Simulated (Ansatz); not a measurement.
`Cl[SiH]1CC1` + PH₃ → `P[SiH]1CC1` + HCl at 700 K and 1 bar (ligand exchange at the Si–Cl bond).

Program: Ansatz. Geometries: PBE0-D4/def2-TZVP. ΔE: electronic, gas phase. CCSD(T)/CBS adds triple-zeta CCSD(T) − MP2 to the extrapolated MP2 energy (def2 sets, frozen cores). This one scheme is used for every species. One conformer a species, not always the lowest.

```csv
species,CCSD(T)/CBS energy (Eh),H − E (kJ/mol),S (J/(mol·K))
`Cl[SiH]1CC1`,-827.98104,229.9,402.6
PH₃,-342.72256,91.5,248.3
`P[SiH]1CC1`,-710.29768,286.2,442.7
HCl,-460.38127,38.4,211.8
```

H − E and S are ideal-gas, rigid-rotor, harmonic terms from PBE0-D4/def2-TZVP, for one conformer and one mirror image of each species. 1 Eh = 2625.50 kJ/mol, R = 8.31446 J/(mol·K).

Q: By hand: ΔE, ΔH, ΔS and ΔG.

A: ΔE = (-710.29768) + (-460.38127) − (-827.98104) − (-342.72256) = 0.02465 Eh = 64.7 kJ/mol. Δ(H − E) = 286.2 + 38.4 − 229.9 − 91.5 = 3.2, so ΔH = 67.9 kJ/mol. ΔS = 442.7 + 211.8 − 402.6 − 248.3 = 3.6 J/(mol·K). ΔG = 67.9 − 700 × (3.6)/1000 = 65.4 kJ/mol.

Q: By hand: the equilibrium constant, and the temperature at which ΔG would vanish if ΔH and ΔS stayed fixed.

A: log₁₀ K = −ΔG/(RT ln 10) = -4.9. ΔG = 0 at ΔH/ΔS = 18861 K, far beyond where these terms or the molecules hold.

The number of gas molecules stays the same, so ΔS is small and ΔH decides. A doubt of 5 kJ/mol in ΔE shifts log₁₀ K by 0.4 here. Other conformers and mirror images would add mixing entropy, several J/(mol·K) or more a flexible species. These are equilibria of isolated gas molecules and say nothing of rates. Largest T1 diagnostic: 0.013 (customary marks: 0.02 for closed shells, 0.045 for open ones).
